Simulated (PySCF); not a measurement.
H₃Cl₃Si₂, singlet, geometry from GFN2-xTB; DF-PBE/3-21G run with PySCF.

Input for PySCF:
```python
from pyscf import gto, scf, dft

mol = gto.Mole()
mol.atom = '''
    Si    1.495484    0.218203   -0.368731
    Cl    2.578507   -0.468977    1.183449
    Si   -0.755927    0.277323    0.206464
    Cl   -1.729141    1.511629   -1.073094
    Cl   -1.617552   -1.548728    0.061887
    H     1.786887   -0.647896   -1.513954
    H     2.001654    1.553584   -0.690043
    H    -1.083176    0.760241    1.547625
'''
mol.basis = '3-21g'
mol.charge = 0
mol.spin = 0
mol.verbose = 4
mol.max_memory = 1800
mol.build()

mf = dft.RKS(mol)
mf.xc = 'pbe'
mf = mf.density_fit(auxbasis='def2-universal-jkfit')
mf.kernel()
```

What the program printed (banner, timings and long lists left out):

```
PySCF version 2.14.0

[INPUT] verbose = 4
[INPUT] num. atoms = 8
[INPUT] num. electrons = 82
[INPUT] charge = 0
[INPUT] spin (= nelec alpha-beta = 2S) = 0
[INPUT] symmetry False subgroup None
[INPUT] Mole.unit = angstrom
[INPUT] Symbol           X                Y                Z      unit          X                Y                Z       unit  Magmom
[INPUT]  1 Si     1.495484000000   0.218203000000  -0.368731000000 AA    2.826055183669   0.412343909558  -0.696800603637 Bohr   0.0
[INPUT]  2 Cl     2.578507000000  -0.468977000000   1.183449000000 AA    4.872672040274  -0.886238088720   2.236394492390 Bohr   0.0
[INPUT]  3 Si    -0.755927000000   0.277323000000   0.206464000000 AA   -1.428495000164   0.524064518043   0.390160414582 Bohr   0.0
[INPUT]  4 Cl    -1.729141000000   1.511629000000  -1.073094000000 AA   -3.267602920757   2.856564811950  -2.027853765914 Bohr   0.0
[INPUT]  5 Cl    -1.617552000000  -1.548728000000   0.061887000000 AA   -3.056730272242  -2.926671761445   0.116949480671 Bohr   0.0
[INPUT]  6 H      1.786887000000  -0.647896000000  -1.513954000000 AA    3.376727045546  -1.224345997201  -2.860958425190 Bohr   0.0
[INPUT]  7 H      2.001654000000   1.553584000000  -0.690043000000 AA    3.782577856140   2.935848271506  -1.303992284173 Bohr   0.0
[INPUT]  8 H     -1.083176000000   0.760241000000   1.547625000000 AA   -2.046905984702   1.436647278665   2.924587393530 Bohr   0.0

nuclear repulsion = 494.025805851801
number of shells = 41
number of NR pGTOs = 144
number of NR cGTOs = 71
basis = 3-21g
ecp = {}

******** <class 'pyscf.df.df_jk.DFRKS'> ********
method = DFRKS
initial guess = minao
damping factor = 0
level_shift factor = 0
DIIS = <class 'pyscf.scf.diis.CDIIS'>
diis_start_cycle = 1
diis_space = 8
diis_damp = 0
SCF conv_tol = 1e-09
SCF conv_tol_grad = None
SCF max_cycles = 50
direct_scf = False
XC library pyscf.dft.libxc version 7.1.2
    S. Lehtola, C. Steigemann, M. J. T. Oliveira, and M. A. L. Marques,  SoftwareX 7, 1–5 (2018)
XC functionals = pbe
    J. P. Perdew, K. Burke, and M. Ernzerhof,  Phys. Rev. Lett. 77, 3865 (1996)
    J. P. Perdew, K. Burke, and M. Ernzerhof,  Phys. Rev. Lett. 78, 1396 (1997)
    J. P. Perdew, K. Burke, and M. Ernzerhof,  Phys. Rev. Lett. 77, 3865 (1996)
    J. P. Perdew, K. Burke, and M. Ernzerhof,  Phys. Rev. Lett. 78, 1396 (1997)
radial grids:
    Treutler-Ahlrichs [JCP 102, 346 (1995); DOI:10.1063/1.469408] (M4) radial grids

becke partition: Becke, JCP 88, 2547 (1988); DOI:10.1063/1.454033
pruning grids: <function nwchem_prune>
grids dens level: 3
symmetrized grids: False
atomic radii adjust function: <function treutler_atomic_radii_adjust>
small_rho_cutoff = 0
Set gradient conv threshold to 3.16228e-05
Initial guess from minao.
tot grids = 124424
init E= -1950.13544699629
  HOMO = -0.289848200803309  LUMO = -0.0754114412982314  gap/eV = 5.83512
cycle= 1 E= -1950.78256971275  delta_E= -0.647  |g|= 0.439  |ddm|= 2.82
  HOMO = -0.25958365571584  LUMO = -0.102964076255334  gap/eV = 4.26184
cycle= 2 E= -1950.66049724062  delta_E= 0.122  |g|= 0.763  |ddm|= 2.21
  HOMO = -0.271781721306626  LUMO = -0.0773254323504122  gap/eV = 5.29143
cycle= 3 E= -1950.85363027497  delta_E= -0.193  |g|= 0.0208  |ddm|=  1.4
  HOMO = -0.272670968363996  LUMO = -0.0787149835098613  gap/eV = 5.27781
cycle= 4 E= -1950.85373465432  delta_E= -0.000104  |g|= 0.0164  |ddm|= 0.0836
  HOMO = -0.273363792041958  LUMO = -0.0789135650658905  gap/eV = 5.29126
cycle= 5 E= -1950.85382853472  delta_E= -9.39e-05  |g|= 0.00391  |ddm|= 0.0358
  HOMO = -0.273291616603927  LUMO = -0.0788124231469922  gap/eV = 5.29205
cycle= 6 E= -1950.85383401189  delta_E= -5.48e-06  |g|= 0.000857  |ddm|= 0.00898
  HOMO = -0.273190149051284  LUMO = -0.0786931764113723  gap/eV = 5.29253
cycle= 7 E= -1950.85383430045  delta_E= -2.89e-07  |g|= 6.64e-05  |ddm|= 0.00176
  HOMO = -0.273193911570627  LUMO = -0.0786940628939576  gap/eV = 5.29261
cycle= 8 E= -1950.85383430179  delta_E= -1.35e-09  |g|= 2.12e-05  |ddm|= 0.000186
  HOMO = -0.273194237954666  LUMO = -0.0786947473538058  gap/eV = 5.29260
cycle= 9 E= -1950.85383430199  delta_E= -1.91e-10  |g|= 4.53e-06  |ddm|= 5.78e-05
  HOMO = -0.273193868857071  LUMO = -0.0786941414746396  gap/eV = 5.29261
Extra cycle  E= -1950.85383430198  delta_E= 5e-12  |g|= 4.94e-06  |ddm|= 2.22e-05
converged SCF energy = -1950.85383430198
```
